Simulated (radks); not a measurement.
Problem. Species: Cu. Configuration: [Ar] 3d10 4s1 (the NIST ground configuration). Method: scalar-relativistic Kohn-Sham, r2SCAN, spin-polarised, spherical densities, finite nucleus; open shells are filled with parallel spins first; meta-GGA in the generalised Kohn-Sham scheme; Fermi nuclear charge, rms radius 3.8823 fm; computed with a radial shooting solver on a logarithmic mesh with Libxc functionals. Some entries of the table are withheld. Estimate them.

| orbital | occ. | eigenvalue (Ry) | <1/r> (bohr^-1) | <r> (bohr) |
|---|---|---|---|---|
| 1s up | 1 | -652.5488 | 29.15 | 0.05214 |
| 1s down | 1 | -652.5466 | 29.15 | 0.05214 |
| 2s down | 1 | -78.83905 | 6.345 | 0.2348 |
| 2s up | 1 | -78.83356 | 6.346 | 0.2348 |
| 2p down | 3 | -67.90895 | 6.211 | 0.2064 |
| 2p up | 3 | -67.90544 | 6.211 | 0.2063 |
| 3s down | 1 | (1) | 1.995 | (2) |
| 3s up | 1 | (3) | 1.995 | (4) |
| 3p down | 3 | -5.46411 | 1.839 | 0.7493 |
| 3p up | 3 | -5.45814 | 1.837 | 0.7502 |
| 4s up | 1 | -0.38972 | 0.4446 | (5) |
| 3d up | 5 | -0.37183 | 1.359 | 1.058 |
| 3d down | 5 | -0.36107 | 1.384 | 1.021 |
| 4s down | 0 | -0.25846 | 0.4378 | (6) |

Solution. 
(1) 3s down eigenvalue (Ry): -8.70632
(2) 3s down <r> (bohr): 0.7115
(3) 3s up eigenvalue (Ry): -8.69922
(4) 3s up <r> (bohr): 0.7118
(5) 4s up <r> (bohr): 2.900
(6) 4s down <r> (bohr): 2.997
